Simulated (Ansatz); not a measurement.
## Abstraction of H: C2H7N + SnH(CH3)(SiH3) → C2H6N + SnH2(CH3)(SiH3)

Species: C2H7N `CNC`, singlet; SnH(CH3)(SiH3), doublet; C2H6N `C[N]C`, doublet; SnH2(CH3)(SiH3), singlet. A radical takes H: the energy is the difference in strength between the N–H bond broken and the Sn–H bond made.

Shapes, held fixed at every level: PBE0-D4/def2-TZVP. Programs: Ansatz 0.2.0. The zero-point and thermal change to 298 K, harmonic and unscaled (PBE0-D4/def2-TZVP), is -18.3 kJ/mol.

| level | kind | ΔH(298 K) (kJ/mol) | less CCSD(T)/def2-TZVPP | CPU time (sum over the molecules) |
| --- | --- | --- | --- | --- |
| HF/def2-SVP | Hartree–Fock | +46.4 | -28.4 | – |
| SPW92/def2-TZVPP | LDA | +92.1 | +17.3 | 17 s |
| B3LYP-D4/def2-TZVPP | global hybrid | +72.4 | -2.4 | 54 s |
| BHLYP-D4/def2-TZVPP | global hybrid | +64.6 | -10.2 | 47 s |
| PBE0-D4/def2-TZVPP | global hybrid | +75.4 | +0.6 | 44 s |
| B2PLYP/def2-TZVPP | double hybrid | +77.0 | +2.2 | 73 s |
| CCSD(T)/def2-SVP | coupled cluster or CI | +80.3 | +5.5 | 73 s |
| CCSD(T)/def2-TZVPP | coupled cluster or CI | +74.8 | 0.0 | 35 min |

The highest level, CCSD(T)/def2-TZVPP, gives ΔH(298 K) = +74.8 kJ/mol; the levels span +46.4 to +92.1. The column of differences is taken from that level and isn't an error. No measured value is set beside it here. Open shells run unrestricted. For atoms past krypton def2 sets carry core potentials with scalar relativity. Outer-core shells of Sn are correlated, in sets that cover them unevenly. Times are processor times on shared x86 and Arm servers, and rough.
